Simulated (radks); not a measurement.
Tm+, configuration [Xe] 4f13 6s1.

Calculated with a radial shooting solver on a logarithmic mesh with Libxc functionals: Dirac Kohn-Sham, PBE, spin-unpolarised, spherical densities, point nucleus; open shells are shared between the two j in proportion to 2j + 1.

Energy parts (eV):
| part | energy |
|---|---|
| total | -369583.03 |
| kinetic | 409329.07 |
| electron-nucleus | -915761.90 |
| Hartree | 144652.61 |
| exchange-correlation | -7802.81 |

Orbitals (lengths in bohr, moments of r in powers of bohr; r(max) is where P^2 peaks; r(90%) holds 90 % of the orbital's charge):
| orbital | occ. | eigenvalue (eV) | r(max) | r(90%) | <1/r> | small-component weight |
|---|---|---|---|---|---|---|
| 1s1/2 | 2 | -59226.03 | 0.01261 | 0.0363 | 79.12 | 6.69e-02 |
| 2s1/2 | 2 | -9991.813 | 0.07206 | 0.131 | 19.06 | 1.50e-02 |
| 2p1/2 | 2 | -9523.093 | 0.05403 | 0.116 | 19.03 | 1.50e-02 |
| 2p3/2 | 4 | -8542.827 | 0.06035 | 0.126 | 16.42 | 1.38e-02 |
| 3s1/2 | 2 | -2250.640 | 0.2035 | 0.324 | 6.981 | 4.84e-03 |
| 3p1/2 | 2 | -2044.609 | 0.1912 | 0.316 | 6.896 | 4.78e-03 |
| 3p3/2 | 4 | -1837.611 | 0.2043 | 0.335 | 6.228 | 4.42e-03 |
| 3d3/2 | 4 | -1486.555 | 0.1611 | 0.307 | 6.114 | 4.31e-03 |
| 3d5/2 | 6 | -1441.322 | 0.1648 | 0.313 | 5.952 | 4.20e-03 |
| 4s1/2 | 2 | -448.6690 | 0.4647 | 0.716 | 2.920 | 1.56e-03 |
| 4p1/2 | 2 | -365.8467 | 0.4665 | 0.737 | 2.810 | 1.48e-03 |
| 4p3/2 | 4 | -319.1364 | 0.4945 | 0.783 | 2.578 | 1.34e-03 |
| 4d3/2 | 4 | -183.0012 | 0.4962 | 0.850 | 2.356 | 1.16e-03 |
| 4d5/2 | 6 | -174.5056 | 0.5053 | 0.868 | 2.299 | 1.12e-03 |
| 5s1/2 | 2 | -59.9976 | 1.093 | 1.78 | 1.084 | 3.11e-04 |
| 5p1/2 | 2 | -37.6988 | 1.193 | 2.05 | 0.9481 | 2.42e-04 |
| 5p3/2 | 4 | -31.9829 | 1.283 | 2.23 | 0.8655 | 2.07e-04 |
| 4f5/2 | 5.57143 | -10.4094 | 0.4932 | 1.39 | 1.706 | 6.73e-04 |
| 4f7/2 | 7.42857 | -9.2125 | 0.4987 | 1.44 | 1.673 | 6.53e-04 |
| 6s1/2 | 1 | -9.1659 | 3.108 | 5.24 | 0.3503 | 3.66e-05 |

The highest occupied level is 6s1/2 at -9.166 eV. Summed over all electrons, <r^2> = 51.73 bohr^2, which gives a Langevin (diamagnetic) susceptibility term of -41 x 10^-6 cm^3/mol. The density falls to 0.001 e/bohr^3 at r = 4.35 bohr. For comparison, the ionisation energy in NIST's Atomic Spectra Database is 12.07 eV (semi-empirical). In exact Kohn-Sham theory the highest level is minus the ionisation energy, but local and semilocal functionals leave it too shallow, through self-interaction and a potential that decays too fast; potentials with the right tail come closer.

Beside tabulated values, note that spin-unpolarised runs miss the spin-polarisation part of the exchange energy of open shells.
